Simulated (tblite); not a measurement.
C4HF5.
InChI=1S/C4HF5/c5-1-2(6)4(8,9)3(1)7/h2H/t2-/m1/s1

Computed values, GFN2-xTB/tblite, gas phase, harmonic and unscaled. Against measured fundamentals such values can be off by several per cent, at times by over 20.

Harmonic wavenumbers (cm⁻¹): 81.2, 186.5, 197.6, 226.5, 247.0, 299.1, 397.2, 421.2, 499.8, 569.4, 618.3, 656.6, 765.2, 863.1, 987.2, 1049.4, 1097.4, 1124.7, 1164.2, 1246.7, 1284.0, 1303.8, 1803.9, 2954.3.

A = 1910, B = 1616, C = 1078 MHz; mass 144.000 u (most abundant isotopes); point group C1, symmetry number 1.

Question: What is the zero-point energy?

Answer: Half the sum of the wavenumbers: 10022 cm⁻¹ = 119.89 kJ/mol.

Question: What is S at 298.15 K and 1 bar for an ideal gas of classical rigid rotors and harmonic oscillators?

Answer: Translation 170.84, rotation 121.16, vibration 75.31: S = 367.3 J/(mol K).

Question: And Cp and H(298.15 K) − H(0)?

Answer: Cp = 122.45 J/(mol K), of which vibrations give 89.19 (their classical limit is 24 R = 199.5); H(298.15 K) − H(0) = 22.94 kJ/mol without the zero-point energy, 13.02 from vibrations.

Question: Blend soft modes into free rotors: weight 1/[1 + (100 cm⁻¹/ν̃)⁴] for the oscillator and the rest for a rotor with moment μB/(μ + B), μ = h/(8π²ν), B = 10⁻⁴⁴ kg m². What vibrational entropy results?

Answer: 73.07 J/(mol K) in place of 75.31, which changes −T·S at 298.15 K by +0.67 kJ/mol.

Question: Which modes carry the vibrational entropy at 298.15 K?

Answer: 81.2 cm⁻¹: 16.16; 186.5 cm⁻¹: 9.47; 197.6 cm⁻¹: 9.02; 226.5 cm⁻¹: 7.98; 247.0 cm⁻¹: 7.33; 299.1 cm⁻¹: 5.95 J/(mol K); the other 18 give 19.42 together.

Question: How do the functions run with temperature in this model?

Answer: 
```json
{"T (K)": "150", "S (J/(mol K))": "299.1", "Cp (J/(mol K))": "79.1", "H − H(0) (kJ/mol)": "7.87", "G − H(0) (kJ/mol)": "-37.00", "ln q(vib)": "1.30"}
{"T (K)": "250", "S (J/(mol K))": "346.9", "Cp (J/(mol K))": "109.6", "H − H(0) (kJ/mol)": "17.35", "G − H(0) (kJ/mol)": "-69.38", "ln q(vib)": "2.96"}
{"T (K)": "400", "S (J/(mol K))": "406.7", "Cp (J/(mol K))": "145.8", "H − H(0) (kJ/mol)": "36.65", "G − H(0) (kJ/mol)": "-126.03", "ln q(vib)": "5.60"}
{"T (K)": "600", "S (J/(mol K))": "472.2", "Cp (J/(mol K))": "176.7", "H − H(0) (kJ/mol)": "69.19", "G − H(0) (kJ/mol)": "-214.16", "ln q(vib)": "9.01"}
{"T (K)": "900", "S (J/(mol K))": "549.0", "Cp (J/(mol K))": "200.4", "H − H(0) (kJ/mol)": "126.22", "G − H(0) (kJ/mol)": "-367.88", "ln q(vib)": "13.62"}
```

q(vib) and H(0) count from the zero-point level.

Hindered rotation and anharmonicity are outside this model. The structure is chiral; the term R ln 2 for an equal mix with its mirror image is left out.

Time: 0.19 s wall. Hardware: one thread, Arm Neoverse V2 (aarch64), shared host with 192 logical CPUs at a one-minute load of 88. This covers the Hessian and the dipole derivatives.
